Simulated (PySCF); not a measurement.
Compound: 4-chlorobenzyl alcohol, C7H7ClO.
Bonds: O1–C2, C2–C3, C3–C4 (aromatic), C4–C5 (aromatic), C5–C6 (aromatic), C6–Cl7, C6–C8 (aromatic), C8–C9 (aromatic), C3–C9 (aromatic). Hydrogens: H10 on O1; H11, H12 on C2; H13 on C4; H14 on C5; H15 on C8; H16 on C9.

Method: PBE0-D3(BJ)/def2-SVP geometry optimisation, gas phase in PySCF 2.14.0.

(1) List the bond lengths, angles and torsions at this level.

Answers

(1) 
| bond | length (pm) | order |
| --- | --- | --- |
| O1–C2 | 139.9 | single |
| C2–C3 | 151.0 | single |
| C3–C4, C3–C9 | 139.8 | aromatic |
| C4–C5, C8–C9 | 139.2 | aromatic |
| C5–C6, C6–C8 | 139.4 | aromatic |
| C6–Cl7 | 173.3 | single |
| O1–H10 | 96.4 | single |
| C2–H11, C2–H12 | 110.6 | single |
| C4–H13, C9–H16 | 109.3 | single |
| C5–H14, C8–H15 | 109.1 | single |

Bonds in one row agree within 1 pm and their mean is given. Orders are formal, as drawn. A selection of angles:
| angle | degrees |
| --- | --- |
| O1–C2–C3 | 113.8 |
| C2–C3–C4 | 121.1 |
| C2–C3–C9 | 120.2 |
| C4–C3–C9 | 118.6 |
| C3–C4–C5 | 121.1 |
| C4–C5–C6 | 119.3 |
| C5–C6–Cl7 | 119.6 |
| C5–C6–C8 | 120.7 |
| H10–O1–C2 | 107.8 |

Torsions: O1–C2–C3–C4 154° (antiperiplanar); H10–O1–C2–C3 -60° (synclinal). The mirror-image conformer, all signs reversed, is as good.

The 7 C–C bonds span 1.392 Å (C4–C5, aromatic) to 1.510 Å (C2–C3, drawn single), a spread of 0.118 Å. O1 (alcohol oxygen) is bent (angle 107.8°). Of the pairs four or more bonds apart, O1···H16 is among the closest relative to their van der Waals radii: 2.50 Å, 92 % of the sum of Bondi's values. The 6-membered ring C3–C4–C5–C6–C8–C9 has internal angles of 118.6° to 121.1° (sum 720°, against 720° for a flat polygon); it is planar, 0.00 Å rms from its mean plane, widest ring torsion 0°.

Point group: C1 (no symmetry element, even within 0.4 Å). Whether it is a minimum is left open (no frequencies). The numbers are those of one conformer (H–O1–C2–C3 -60°, O1–C2–C3–C4 154°).
